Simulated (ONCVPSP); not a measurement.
**Si (Z = 14): one change to an ONCV potential, before and after**

silicon, optimised norm-conserving Vanderbilt (ONCV), made with ONCVPSP 4.0.1 (PBE, scalar-relativistic). Core [Ne], reference 3s2 3p1.5 (charge +0.5). Waves: 3s: rc 1.40 bohr, ncon 4, nbas 8, qcut 5.1 1/bohr, 2 projectors, debl 1.3 Ha; 3p: rc 1.40 bohr, ncon 4, nbas 7, qcut 7 1/bohr, local. Local part: the p channel. Core correction: none.

All-electron outer shells of the reference configuration (PBE, scalar-relativistic, ld1.x):

```
shell  level (eV)  outermost node (bohr)  outermost maximum (bohr)
   2s     -143.93                   0.15                      0.45
   2p     -100.00                      –                      0.39
   3s      -14.73                   0.72                      1.77
   3p       -7.68                   0.72                      2.09
```

Change: s: rc 1.72.

Cutoffs: the cutoffs (Ha) at which the residual kinetic energy of the hardest occupied pseudo-wave falls to 1 and 0.1 mHa per electron; they do not see the model core or the augmentation charge, which bear on the density cutoff. Errors are all-electron minus pseudo energies relative to the spin-unpolarised reference configuration.

Q: How do hardness, ghosts and transferability respond?

A: The potential gets softer (21 Ha and 76 Ha → 21 Ha and 62 Ha); the bound ghost in s disappears; of the 4 tests that both files solve, the error grows in 2 and shrinks in 0 by more than 15 % and 0.3 meV (median size 0.4 → 1.1 meV). A larger radius leaves more room for a smooth pseudo-wave, so fewer plane waves are needed.

```tsv
quantity	base	changed
cutoff, loose	21 Ha	21 Ha
cutoff, tight	76 Ha	62 Ha
loose cutoff by channel	s 7.8 Ha, p 21 Ha	s 8.5 Ha, p 21 Ha
bound ghosts	s	none
GHOST(+) flags under 300 eV	none	none
error for 3s2 3p2, meV [ΔE -2.92 eV]	+0.2	+0.2
error for 3s2 3p1, meV [ΔE 4.82 eV]	-0.2	-0.2
error for 3s2 3p0, meV [ΔE 20.81 eV]	-0.6	-2.0
error for 3s1 3p3, meV [ΔE 3.89 eV]	+6.6	+14
p: phases at 1.43 bohr within 0.05 rad from the reference energy up to (Ha; the scan ends near 5)	0.5	0.5
```

 A true bound ghost makes a file unfit for plane-wave use even where its test errors are small: the radial tests pick states by their node count and pass the ghost by.
